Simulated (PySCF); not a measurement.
Correlation energy of Ge (germanium, neutral)

[Ar] 3d10 4s2 4p1 5s1, high-spin 3P determinant (an excited configuration). Computed with PySCF 2.14 in aug-cc-pwCVDZ-PP with ECP10MDF (6s5p4d1f, 48 functions), with a scalar-relativistic core potential. Frozen: 3s2 3p6 3d10; 4 electrons correlated.

```csv
level,correlation energy (mhartree)
CCSD,-57.46
(T),-1.16
CCSD(T),-58.62
CCSDT,-59.03
```

Diagnostics: T1 = 0.012, D1 = 0.0306, largest double amplitude 0.084.

The outer electron is Rydberg-like, and this basis confines it to a smaller radius and binds it less than a complete one would.

Cost of the coupled-cluster step: of the order of 0.7 core-seconds, for 4 correlated electrons.

Iterations:

```
CC2 = 0
CCSD nocc = (np.int64(3), np.int64(1)), nmo = (39, 39)
frozen orbitals [[0, 1, 2, 3, 4, 5, 6, 7, 8], [0, 1, 2, 3, 4, 5, 6, 7, 8]]
max_cycle = 100
direct = 0
conv_tol = 1e-08
conv_tol_normt = 1e-06
diis_space = 8
diis_start_cycle = 0
Init t2, MP2 energy = -0.0417508198657885
Init E_corr(UCCSD) = -0.0417508198663661
cycle = 1  E_corr(UCCSD) = -0.0522592308945194  dE = -0.010508411  norm(t1,t2) = 0.0530658
cycle = 2  E_corr(UCCSD) = -0.055496435644834  dE = -0.00323720475  norm(t1,t2) = 0.0204698
cycle = 3  E_corr(UCCSD) = -0.0574232588852723  dE = -0.00192682324  norm(t1,t2) = 0.00917837
cycle = 4  E_corr(UCCSD) = -0.0574313222249355  dE = -8.06333966e-06  norm(t1,t2) = 0.00247979
cycle = 5  E_corr(UCCSD) = -0.0574734799051088  dE = -4.21576802e-05  norm(t1,t2) = 0.00107562
cycle = 6  E_corr(UCCSD) = -0.0574548394036241  dE = 1.86405015e-05  norm(t1,t2) = 0.000377411
cycle = 7  E_corr(UCCSD) = -0.0574662798154636  dE = -1.14404118e-05  norm(t1,t2) = 0.000151091
cycle = 8  E_corr(UCCSD) = -0.0574600909968706  dE = 6.18881859e-06  norm(t1,t2) = 6.98216e-05
cycle = 9  E_corr(UCCSD) = -0.0574616095152304  dE = -1.51851836e-06  norm(t1,t2) = 2.91915e-05
cycle = 10  E_corr(UCCSD) = -0.0574617017622875  dE = -9.22470571e-08  norm(t1,t2) = 1.12125e-05
cycle = 11  E_corr(UCCSD) = -0.0574617362154213  dE = -3.44531338e-08  norm(t1,t2) = 3.82896e-06
cycle = 12  E_corr(UCCSD) = -0.057461718139872  dE = 1.80755493e-08  norm(t1,t2) = 1.00434e-06
cycle = 13  E_corr(UCCSD) = -0.0574617255688786  dE = -7.4290066e-09  norm(t1,t2) = 1.95065e-07
UCCSD converged
E(UCCSD) = -293.2305669719414  E_corr = -0.05746172556887859
UCCSD(T) correction = -0.00116034589342051
```
